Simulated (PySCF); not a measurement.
Al(Br)(OMe)(NH2) (CH₅AlBrNO), SMILES [Al]([O]C)([Br])[NH2].

Geometry: PBE0-D3(BJ)/def2-SVP. The structure was generated by enumeration; whether it is a known compound was not checked. Other conformers were not sampled.

Two levels are set side by side: PBE/def2-TZVP (PySCF) and HF/def2-TZVP (PySCF). Same geometry, gas phase. Differences are taken from unrounded values.

```csv
quantity,HF
orbital gap (eV),13.55
highest occupied level (eV),-11.06
lowest empty level (eV),2.48
dipole moment (D),1.39
mean polarisability (bohr³),58.9
```

Problem. What does PBE give, and how far is it from HF? (The exact figures need the calculation; the answer reports its results.)

Solution. 
| quantity | PBE | PBE minus HF |
|---|---|---|
| orbital gap (eV) | 4.93 | -8.61 |
| highest occupied level (eV) | -6.17 | 4.90 |
| lowest empty level (eV) | -1.23 | -3.71 |
| dipole moment (D) | 1.44 | 0.05 |
| mean polarisability (bohr³) | 68.6 | 9.7 |

PBE's occupied levels lie high since its potential decays too fast outside the molecule; exact exchange lowers them and widens the gap. PBE's more diffuse valence density responds more strongly to a field. Differences between two approximate levels are no errors against the true value.

Rough cost on one machine, each run with all the roots and properties that it gave: HF against PBE about 1/3.
